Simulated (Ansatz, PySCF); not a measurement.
Species: difluoro(dimethoxy)silane, C$_{2}$H$_{6}$F$_{2}$O$_{2}$Si, net charge 0, singlet state. 
Geometry from a B3LYP-D3(BJ)/def2-TZVP (Ansatz, an electronic-structure program) optimisation:
```xyz
13

Si     0.0752    -0.4662     0.0514
F     -0.2053    -1.5777    -1.0400
F      0.6495    -1.1772     1.3436
O      1.1631     0.5299    -0.6025
C      1.7568     1.6485     0.0505
O     -1.2901     0.2576     0.5157
C     -2.1792     0.9710    -0.3391
H      0.9964     2.3024     0.4848
H      2.3211     2.2058    -0.6952
H      2.4356     1.3178     0.8390
H     -2.6942     0.2863    -1.0158
H     -2.9139     1.4703     0.2901
H     -1.6451     1.7208    -0.9281
```

Dipole moments at this geometry, in debye (magnitudes).

```
level                    program  dipole (D)
-----------------------  -------  ----------
PBE/def2-TZVPD            Ansatz        2.93
B97M-V/def2-TZVPD         Ansatz        2.93
B3LYP/def2-TZVPD           PySCF        3.07
PBE0/def2-TZVPD           Ansatz           ?
BHLYP/def2-TZVPD          Ansatz        3.21
M06-2X/def2-TZVPD          PySCF        3.14
wB97M-V/def2-TZVPD        Ansatz        3.07
wB97X-V/def2-TZVPD        Ansatz        3.10
CCSD(T)/aug-cc-pV(D+d)Z   Ansatz           ?
```

What belongs in the gaps?


- PBE0/def2-TZVPD, dipole (D): 3.06
- CCSD(T)/aug-cc-pV(D+d)Z, dipole (D): 3.10
